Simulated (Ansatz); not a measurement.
Isolated molecules relaxed with PBE0-D4/def2-TZVP in Ansatz; ΔE leaves out vibrations. CCSD(T)/CBS adds triple-zeta CCSD(T) − MP2 to the extrapolated MP2 energy (def2 sets, frozen cores). Functionals use def2-TZVPP. For Ga outer-core shells are correlated without core-valence functions, which leaves a few kJ/mol of doubt a bond. Scalar relativity is left out up to krypton. Each species was taken in one conformer, which may not be the lowest.

`FC([SiH3])[SiH2]S` + `[OH][Ga]([Cl])[Cl]` → `[SiH3][O][Ga]([Cl])[Cl]` + `FC[SiH2]S`  (ligand exchange at the Si–C bond)

CCSD(T)/CBS gives -109.1 kJ/mol.

(1) Another level gave -115.4 kJ/mol. Which?
A. PBE0/def2-TZVPP
B. PBE/def2-TZVPP
C. CCSD/def2-TZVPP
D. CCSD(T)/def2-TZVPP

Largest T1 diagnostic among the species: 0.012.

Results:

(1) C. CCSD/def2-TZVPP -115.4, CCSD(T)/def2-TZVPP -111.0, PBE0 -101.0, PBE -91.3 kJ/mol.

In def2-TZVPP, CCSD(T) changes the Hartree–Fock value by +28.3 kJ/mol (the triples alone add +4.4 kJ/mol) and MP2 by +25.9 kJ/mol. From PBE to PBE0 (25 % exact exchange), in def2-TZVPP and without D4, ΔE moves by −9.7 kJ/mol.
